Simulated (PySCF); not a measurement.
Si(CF3)2Me2, C4H6F6Si.
SMILES: `C[Si](C)(C(F)(F)F)C(F)(F)F`

Method: TDDFT PBE0/def2-SVPD, vertical, gas phase, core orbitals frozen in the response (PySCF 2.14.0, density-fitted response routines). Isolated species at its PBE0-D3(BJ)/def2-SVP geometry, gas phase.

```tsv
state	E (eV)	λ (nm)	ν̃ (cm⁻¹)	f	|μ| (D)	main configurations (H = HOMO, L = LUMO)
S1	8.58	144.5	69220	0.011	0.57	H→L (92%)
S2	8.73	142.0	70410	0.026	0.89	H-1→L (96%)
S3	8.87	139.8	71540	0.086	1.60	H-2→L (95%)
S4	8.88	139.7	71610	0.0000	0.02	H→L+1 (95%)
S5	9.05	136.9	73030	0.115	1.83	H-1→L+1 (89%)
S6	9.10	136.2	73400	0.0019	0.24	H→L+2 (72%), H-1→L+3 (18%)
S7	9.24	134.2	74540	0.0040	0.34	H-1→L+2 (53%), H-2→L+1 (39%)
S8	9.39	132.1	75710	0.013	0.61	H-1→L+2 (40%), H-2→L+1 (38%), H→L+3 (20%)
S9	9.49	130.7	76530	0.0002	0.08	H-2→L+3 (96%)
S10	9.55	129.8	77060	0.154	2.06	H→L+3 (70%), H-2→L+1 (20%)
```

Triplets, Tamm–Dancoff:

| state | E (eV) | λ (nm) | main configurations (H = HOMO, L = LUMO) |
| --- | --- | --- | --- |
| T1 | 7.97 | 155.6 | H→L+2 (50%), H→L (36%) |
| T2 | 8.19 | 151.4 | H-1→L (45%), H-1→L+2 (30%), H→L+3 (15%) |
| T3 | 8.30 | 149.4 | H→L+1 (78%), H→L+8 (12%) |
| T4 | 8.38 | 148.0 | H-1→L+1 (58%), H-2→L (24%) |

The lowest singlet comes at 144 nm (828 kJ/mol) in the vacuum ultraviolet; it is weak; its leading configuration is HOMO→LUMO (92%). The strongest level in the table is S10 at 9.55 eV (130 nm, f = 0.154). It is the last of those listed, so stronger ones may follow. S3/S4 lie within about 0.01 eV of each other. Löwdin shares by element: HOMO carbon 28% or more, silicon 17%, fluorine 10% or more (atoms not listed hold the other 45%); LUMO carbon 26% or more, silicon 16%, hydrogen 6% or more (atoms not listed hold the other 51%). Orbital energies (eV): HOMO-3 -11.81, HOMO-2 -9.90, HOMO-1 -9.64, HOMO -9.46, LUMO 0.18, LUMO+1 0.63, LUMO+2 0.92. Weighted by f, the mean energy of these states is 9.18 eV. The listed states span 0.97 eV, and the widest gap between neighbours is 0.18 eV (S4 to S5). Only the lowest 10 singlets were computed, as vertical energies without vibronic structure.
